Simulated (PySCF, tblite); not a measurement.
Isomers of C6H13FSi2. Level: GFN2-xTB in tblite, geometry and Hessian alike; calculated harmonic values, unscaled, isolated species. The method is semi-empirical: single wavenumbers can be off by several per cent or more. Modes of hydrogen on silicon can be 10 to 20 % off. One conformer each.

Electronic energies: PBE0/pcSseg-1 single points on the GFN2-xTB geometries (PySCF, gas phase).

```
                        SMILES  electronic energy, lowest = 0 (kcal/mol)
        C=CCC[Si]1(F)C[SiH2]C1                                       0.0
    C#C[C@H](C)C[SiH2][SiH2]CF                                      90.7
C=CC[Si@@H]1C[SiH2][C@@H](F)C1                                      40.1
```

Q: How do GFN2-xTB zero-point energies change the relative energies?

A: 
```tsv
SMILES	ZPE (kcal/mol)	of it from modes above 1550 cm⁻¹	electronic (kcal/mol)	with ZPE, lowest = 0 (kcal/mol)	lowest mode (cm⁻¹)	rings
C=CCC[Si]1(F)C[SiH2]C1	106.6	56.5	0.0	0.0	28	1
C=CC[Si@@H]1C[SiH2][C@@H](F)C1	105.3	55.2	40.1	38.7	23	1
C#C[C@H](C)C[SiH2][SiH2]CF	102.4	54.7	90.7	86.5	17	0
```

The zero-point energies span 4.2 kcal/mol, from `C#C[C@H](C)C[SiH2][SiH2]CF` to `C=CCC[Si]1(F)C[SiH2]C1`. The order is unchanged.

Q: And how do the electronic energies of GFN2-xTB itself compare?

A: `C=CCC[Si]1(F)C[SiH2]C1` 0.0; `C=CC[Si@@H]1C[SiH2][C@@H](F)C1` 24.2; `C#C[C@H](C)C[SiH2][SiH2]CF` 48.8 kcal/mol, lowest = 0. Against the energies above, taken from the same isomer `C=CCC[Si]1(F)C[SiH2]C1`, the largest difference is 41.9 kcal/mol.
